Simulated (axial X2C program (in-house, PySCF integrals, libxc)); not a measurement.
**Potential curves of AsI, with spin–orbit coupling**

All values were computed with an in-house all-electron X2C program for linear molecules (integrals from PySCF). Two-component (2c) means X2C with spin–orbit coupling and atomic mean-field two-electron Coulomb and Gaunt terms. Basis: I dyall-cv3z [11s12p8d4f1g], As dyall-cv3z [9s9p6d4f1g] (cores contracted in-house); Gaussian nuclei, density fitting, unrestricted open shells. Masses: I 126.904 u, As 74.922 u.

State: Ω = 1 (⟨Sz⟩ = 1.00, ⟨Lz⟩ = 0.00 at BP86). Energies in kJ/mol from the fragments at the same level (I + As). Fits are polynomials in 1 − R0/R over 0.85 to 1.23 times the lowest point R0.

```
 R (Å)     BP86     PBE0
2.1759  -134.91  -123.88
2.2759  -189.68  -176.05
2.3509  -213.36  -197.78
2.4260  -226.16  -208.63
2.5010  -230.75  -211.30
2.5885  -228.51  -206.88
2.6761  -220.48  -196.73
2.7886  -204.62  -178.29
2.9262  -180.52  -151.32
3.1262  -142.64  -110.51
```

The state is a single determinant with fixed occupations, the lowest that a limited PBE0 search found. De is counted from the lowest determinant-based energies of the atoms at the same level, without counterpoise correction. Density functionals use the spin component along the axis (collinear). PBE0 can misorder states that lie within some tenths of an eV, so this need not be the ground state of the molecule. The nearest other 2c determinant of the search, Ω = 0, lies 0.60 eV up at the distance of the search. Without a current term, density functionals place determinants with orbital angular momentum somewhat too high. With several unpaired electrons one determinant need not be a pure state. Open-shell Ω = 0 determinants with evenly filled partner blocks cannot be reached by this program, so the Ω shown need not be the lowest component. This is the Ω = 1 component of a π² triplet; the 0⁺ component is not one determinant and can lie lowest.

Question: Fit the BP86 curve near its minimum: give the equilibrium distance, the harmonic wavenumber and the well depth.

Answer: At BP86, 2c: Re = 2.517 Å, ωe ≈ 246 cm⁻¹, De = 2.39 eV to I + As; Be follows as 0.0565 cm⁻¹.

Question: What are Re, ωe and De at the PBE0 level?

Answer: At PBE0, 2c: Re = 2.493 Å, ωe ≈ 257 cm⁻¹, De = 2.19 eV to I + As; Be follows as 0.0576 cm⁻¹.
